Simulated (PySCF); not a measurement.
Species: C4H4NS (charge -1, singlet). It need not be the lowest isomer of its formula. Whether it binds its extra electron was not tested at this geometry. 
Structure (B3LYP-D3(BJ)/def2-TZVP (Ansatz) minimum search):
```
C
C 1 1.3833
C 1 1.4312 2 117.64
C 3 1.3700 1 112.67 2 0.38
H 4 1.0816 3 127.76 1 -179.92
H 3 1.0865 4 123.54 5 -0.88
N 1 1.4516 2 122.30 3 -178.07
H 7 1.0160 1 105.57 2 0.49
H 7 1.0176 8 106.20 1 116.64
S 2 1.7358 1 104.80 3 0.40
```
Charge -1, spin multiplicity 1.

Dispersion corrections to the total energy (kcal/mol) from the dftd3 and dftd4 libraries through PySCF: D3(BJ) without and D4 with the three-body term, each with the damping fitted for the functional named.

| functional | D3(BJ) | D4 |
|---|---|---|
| CAM-B3LYP | [?] | -6.05 |
| B3LYP | -11.04 | -11.57 |
| B2PLYP | -5.16 | -4.99 |
| BP86 | -10.10 | -9.53 |
| PBE | [?] | -7.16 |
| HF | -52.37 | -26.77 |
| TPSS | [?] | -9.70 |

What belongs in the gaps?


- CAM-B3LYP, D3(BJ): -4.93
- PBE, D3(BJ): -6.22
- TPSS, D3(BJ): -7.88
